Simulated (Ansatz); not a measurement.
Species: SnCl4, net charge -1, doublet state. 
Coordinates optimised at B3LYP-D3(BJ)/def2-TZVP (Ansatz, a first-principles code):
```
Sn
Cl 1 2.5095
Cl 1 2.5095 2 109.47
Cl 1 2.5095 2 109.47 3 -120.00
Cl 1 2.5095 2 109.47 3 120.00
```
Charge -1, spin multiplicity 2.

Basis-set convergence of Hartree-Fock and CCSD(T) correlation energies (hartree) with Ansatz. Correlated levels leave the core frozen unless marked. UHF or UKS for open shells. No spin-orbit coupling. The frozen core is the preceding noble-gas configuration, with the filled d and f shells of earlier blocks. Past Kr the def2 sets carry scalar-relativistic core potentials.

```csv
basis,functions,E(HF),"E(corr, CCSD(T))"
def2-SVPD,140,-2051.04982,-0.73998
def2-TZVPPD,260,…,…
```

Task: Complete the blanks.

Result: 
- def2-TZVPPD, E(HF): -2051.65090
- def2-TZVPPD, E(corr, CCSD(T)): -0.97184
